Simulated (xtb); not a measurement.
ClGe2H5, SMILES [Cl][GeH2][GeH3]. All values are semi-empirical tight-binding results from xtb (GFN2-xTB unless named), good for trends rather than for accurate numbers. Coordinates come from a GFN2-xTB optimisation. The structure was generated by enumeration, and PubChem lists no compound with its InChIKey, so it may never have been made.

Optimised geometry:

```xyz
8

Cl     1.8658     1.1404    -0.5370
Ge     0.7426    -0.4898     0.1635
Ge    -1.6055    -0.0446     0.0874
H      1.1683    -1.6863    -0.6736
H      1.2650    -0.7915     1.5598
H     -2.0565     0.9026     1.1581
H     -2.0446     0.5680    -1.2072
H     -2.4354    -1.2794     0.2623
```
Charge 0, spin multiplicity 1.

For metal compounds this method's bond lengths and energies can be far off.

Estimate the properties. (Estimate from the structure and the level; the computed values follow.)


- orbital gap = 5.91 eV
- zero-point energy = 23.1 kcal/mol
- G − E(el) at 298.15 K (modified RRHO) = 2.7 kcal/mol

Give the atomic charges and the Wiberg bond orders between heavy atoms. (Estimate from the structure and the level; the computed values follow.)

charges (e) Cl1 -0.16, Ge2 0.18, Ge3 0.08, H4 -0.03, H5 -0.03, H6 -0.01, H7 -0.01, H8 -0.01. Bond orders Cl1–Ge2 1.23, Ge2–Ge3 0.67.
